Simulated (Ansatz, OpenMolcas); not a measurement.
# Exact exchange and the vertical energy of the triplet above the singlet of CH5AlOSi

The species is CH5AlOSi (9 atoms), meant as a singlet with charge 0. As SMILES, `[CH2]1O[SiH2][AlH]1`. The shape is that of a PBE0-D4/def2-TZVP optimisation.

The vertical energy of the triplet above the singlet y, in eV, basis def2-SVP; a is the functional's share of exact exchange. Programs: Ansatz 0.2.0, OpenMolcas 26.06.

| functional | program | a | y (eV) |
| --- | --- | --- | --- |
| revPBE | Ansatz | 0 | 2.94 |
| TPSS | OpenMolcas | 0 | 3.02 |
| B3LYP | Ansatz | 0.2 | 3.21 |
| PBE0 | Ansatz | 0.25 | 3.08 |
| r2SCAN0 | Ansatz | 0.25 | ? |
| BHLYP | Ansatz | 0.5 | 3.36 |

Fit y = c + s·a to the known rows and predict r2SCAN0.


1. Means of the 5 rows: a = 0.1900, y = 3.122.
2. Σ(Δa)² = 0.172, Σ(Δa·Δy) = 0.1261, so the slope is 0.1261/0.172 = 0.73314.
3. Intercept: 3.122 − (0.73314) × 0.1900 = 2.983. The largest residual of the fit is 0.086.
4. r2SCAN0: 2.983 + (0.73314) × 0.25 = 3.17 eV.

The run gave 3.01 eV, so the prediction is off by +0.16 eV, more than the largest residual. The rows mix families of semi-local functionals, which the line can't see.
